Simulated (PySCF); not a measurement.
Isomers of C6H9BO2. Method: PBE0-D3(BJ)/def2-SVP geometry optimisation, gas phase (PySCF). One conformer each; no zero-point energy, no entropy. No frequencies were run at this level. Point groups hold within 0.08 Å.

Question: Rank from lowest to highest electronic energy at this level (kJ/mol).
A. `[CH2:1]=[CH:2][CH2:3][C:4]1=[O+:5][BH2-:6][O:7][CH:8]=[CH:9]1` with C1–C2–C3–C4 117°, C2–C3–C4–O5 154°, C4–O5–B6–O7 -38°, O5–B6–O7–C8 38°, B6–O7–C8–C9 -14°, C3–C4–C9–C8 -161°
B. `[BH2-:1]1[O:2][CH:3]=[C:4]([CH:5]2[CH2:6][CH2:7]2)[CH:8]=[O+:9]1` with C3–C4–C5–C6 145°
C. `[CH2:1]=[CH:2][CH2:3][B@H-:4]1[O:5][CH:6]=[CH:7][CH:8]=[O+:9]1` with C1–C2–C3–B4 -102°, C2–C3–B4–O5 -59°, C3–B4–O5–C6 99°, B4–O5–C6–C7 7°, C6–C7–C8–O9 -4°, C3–B4–O9–C8 -98°
D. `[CH:1]#[C:2][B:3]1[O:4][CH2:5][CH2:6][C@@H:7]([CH3:8])[O:9]1` with C2–B3–O4–C5 179°, B3–O4–C5–C6 -27°, O4–C5–C6–C7 53°, C5–C6–C7–C8 -174°

Answer: D (0.0), C (76.7), A (90.5), B (123.9).

As drawn, the highest has a three-membered ring, which the lowest lacks.

```tsv
SMILES	E (Eh)	E rel (kJ/mol)	dipole (D)	point group	A, B, C (MHz)
C#CB1OCC[C@@H](C)O1	-408.63468	0.0	2.82	C1	2844, 1192, 875.9
C=CC[B@H-]1OC=CC=[O+]1	-408.60548	76.7	4.04	C1	2413, 1465, 1324
C=CCC1=[O+][BH2-]OC=C1	-408.60021	90.5	5.00	C1	4197, 966.8, 821.1
[BH2-]1OC=C(C2CC2)C=[O+]1	-408.58751	123.9	5.07	near Cs	4061, 1064, 910.4
```
